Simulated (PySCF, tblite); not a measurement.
Calculations on `[C]#CC1=CC=C/C1=C/C` [radical], in the order of a workflow; each names the level of the geometry that it ran on. Settings lines and outputs come from a driver script.

C9H7 (doublet state).
Numbering: `[C:1]#[C:2][C:3]1=[CH:4][CH:5]=[CH:6]/[C:7]1=[CH:8]/[CH3:9]` (hydrogens: H10 on C4; H11 on C5; H12 on C6; H13 on C8; H14, H15, H16 on C9)

Step 1: GFN2-xTB geometry optimisation, gas phase (tblite 0.8.0) (from a force-field or distance-geometry start)
```json
{"job": {"kind": "relax", "xc": "GFN2-xTB", "basis": "xTB"}, "charge": 0, "multiplicity": 2}
```
```
step      E/eV     max force
  0    -612.90949    9.373
  1    -614.49315    3.134
  2    -614.68997    1.534
...
 64    -614.99962    0.031
 65    -614.99971    0.021
 66    -614.99977    0.013
 67    -614.99979    0.010
 68    -614.99980    0.010
```

Energy lowered by 48.2 kcal/mol over 68 steps; largest atomic force 0.010 eV/Å at the end. «max force» is the largest atomic force in eV/Å.

On one thread of an Intel Xeon at 2.50 GHz (shared host), this took 1.5 s of wall time.

Step 2: GFN2-xTB harmonic vibrations, gas phase (tblite 0.8.0) (on the GFN2-xTB geometry)
```json
{"job": {"kind": "ir", "xc": "GFN2-xTB", "basis": "xTB"}, "charge": 0, "multiplicity": 2}
```
```
(table of modes left out)
```

42 modes from 73 to 3148 cm⁻¹ (unscaled, harmonic); zero-point energy 75.1 kcal/mol; all wavenumbers are real at this level.

The run took 2.0 s wall, 1.8 s CPU on one thread of an Intel Xeon at 2.50 GHz, on a shared host.

Step 3: UKS B3LYP, pcH-1 on C H, non-relativistic, mean-field spin-orbit, GIAO (PySCF 2.14.0) (on the GFN2-xTB geometry)
```json
{"job": {"kind": "epr", "basis": "pcH-1"}, "charge": 0, "multiplicity": 2}
```
```
...
E = -346.98523273 Eh   <S^2> = 0.7872 (exact 0.7500)
g shifts (ppm)      1          2          3
  rmc          -145       -145       -145
  gc             -1         14         33
  oz_so        -103       1209       2737
  total        -249       1078       2626
hyperfine (MHz)  atom isotope    a_iso     a_fc   dipolar eigenvalues
    0   13C      67.38      67.38    -47.73    -31.32     79.04
    1   13C      14.09      14.09    -25.18    -16.96     42.14
    2   13C      -9.89      -9.89     -3.46     -1.38      4.83
    3   13C      22.53      22.53    -24.43    -24.15     48.57
    4   13C     -19.87     -19.87     -8.99      4.14      4.86
    5   13C      24.54      24.54    -25.69    -24.59     50.28
    6   13C      -8.48      -8.48     -0.70      0.15      0.55
    7   13C      -0.56      -0.56     -1.31      0.51      0.80
    8   13C      -0.62      -0.62     -0.37     -0.12      0.49
    9    1H     -20.21     -20.21    -10.54     -1.90     12.45
   10    1H       3.16       3.16     -2.52      0.43      2.09
   11    1H     -21.19     -21.19    -12.58     -0.87     13.45
   12    1H      -0.02      -0.02     -1.40     -0.59      1.99
   13    1H       0.31       0.31     -2.49     -1.44      3.93
   14    1H      -0.93      -0.93     -0.92     -0.37      1.30
...
```

⟨S²⟩ 0.787; g_iso 2.0035. rmc, gc and oz_so are the mass-correction, gauge-correction and orbital-Zeeman/spin–orbit parts of the g shift along its three principal axes; a_iso is the isotropic hyperfine coupling and a_fc its Fermi-contact part. The log counts atoms from 0, this text from 1.

Hardware: one thread, Intel Xeon at 2.50 GHz (x86_64), shared host with 64 logical CPUs at a one-minute load of 58. Cost: 4.0 min wall, 3.5 min CPU (with the writing of density and orbital grids), 1.1 GiB resident at most.

Geometry of the electronic-property runs (GFN2-xTB):
```
atom  x, y, z in Å
C1    -1.0628    2.9340    0.5496
C2    -0.3344    2.0456    0.1140
C3     0.5208    0.9487    0.1596
C4     1.8818    1.0042    0.3928
C5     2.4265   -0.3049    0.2852
C6     1.4228   -1.1882    0.0280
C7     0.1671   -0.4673   -0.0485
C8    -1.0306   -1.0348   -0.2767
C9    -2.3361   -0.3498   -0.3921
H10    2.4413    1.8977    0.6012
H11    3.4708   -0.5390    0.3900
H12    1.5114   -2.2487   -0.1186
H13   -1.0543   -2.1134   -0.3960
H14   -2.2604    0.7029   -0.1385
H15   -2.7029   -0.4451   -1.4157
H16   -3.0685   -0.8330    0.2542
```

 (This holds for the electronic-property runs.)

One conformer stands for the species.
